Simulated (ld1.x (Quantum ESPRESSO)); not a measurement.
# What one change does to a pseudopotential (Ca (Z = 20), RRKJ)

```json
{
 "Element": "Ca (Z = 20)",
 "Generator": "ld1.x (Quantum ESPRESSO) 7.5",
 "Type": "norm-conserving RRKJ (Kleinman–Bylander form)",
 "Functional": "PBE",
 "Relativity": "scalar-relativistic",
 "Frozen core": "[Ne] 3s2",
 "Valence charge": "8",
 "Reference configuration": "3p6 3d1 4s1 4p0",
 "Partial waves": "3p (bound): rc 1.95 bohr; 3d (bound): rc 2.00 bohr; 4s (bound): rc 3.00 bohr",
 "Local potential": "the s channel",
 "Core correction": "none",
 "rho0": "0.001"
}
```

All-electron outer shells of the reference configuration (PBE, scalar-relativistic, ld1.x):

```csv
shell,level (eV),outermost node (bohr),outermost maximum (bohr)
2p,-332.21,–,0.25
3s,-44.81,0.45,0.99
3p,-25.88,0.42,1.06
4s,-3.32,1.44,3.55
4p,-1.23,1.66,4.79
3d,-0.76,–,1.37
```

Change: core correction a·sin(br)/r model core inside 1.48 bohr.

Cutoffs: the cutoffs (Ry, on a coarse ladder) from which the occupation-weighted sum of valence levels, in a spherical-Bessel basis at the reference potential, stays within 10 and 1 mRy of its value at 400 Ry; they do not see the model core or the augmentation charge, which bear on the density cutoff. Errors are all-electron minus pseudo energies relative to the spin-unpolarised reference configuration.

**Question.** Predict the effect on cutoff, ghosts and configuration errors.

**Answer.** The potential gets neither clearly harder nor softer (35 Ry and 40 Ry → 35 Ry and 40 Ry); of the 7 tests that both files solve, the error grows in 5 and shrinks in 1 by more than 15 % and 0.3 meV (median size 34.8 → 35.3 meV); neither file shows a bound ghost. A model core, the more so a compact one, raises the density cutoff, which this test does not measure.

```tsv
quantity	base	changed
cutoff, loose	35 Ry	35 Ry
cutoff, tight	40 Ry	40 Ry
bound ghosts	none	none
error for 3p6 3d0 4s2 4p0, meV [ΔE -2.28 eV]	-36	-45
error for 3p6 3d0 4s1 4p0, meV [ΔE 4.03 eV]	-15	-23
error for 3p6 3d0 4s0 4p0, meV [ΔE 15.85 eV]	+35	-11
error for 3p6 3d0 4s1.5 4p0, meV [ΔE 0.22 eV]	-28	-35
error for 3p5 3d0 4s2 4p0, meV [ΔE 32.39 eV]	-500	-584
error for 3p6 3d1 4s0 4p0, meV [ΔE 5.41 eV]	-2.7	-11
error for 3p6 3d0 4s0 4p1, meV [ΔE 7.08 eV]	-718	-746
s: phases at 3.23 bohr within 0.05 rad from the reference energy up to (Ry; the scan ends near 5)	1.5	1.5
p: phases at 3.23 bohr within 0.05 rad from the reference energy up to (Ry; the scan ends near 5)	-0.6	-0.6
d: phases at 3.23 bohr within 0.05 rad from the reference energy up to (Ry; the scan ends near 5)	0.5	0.5
```
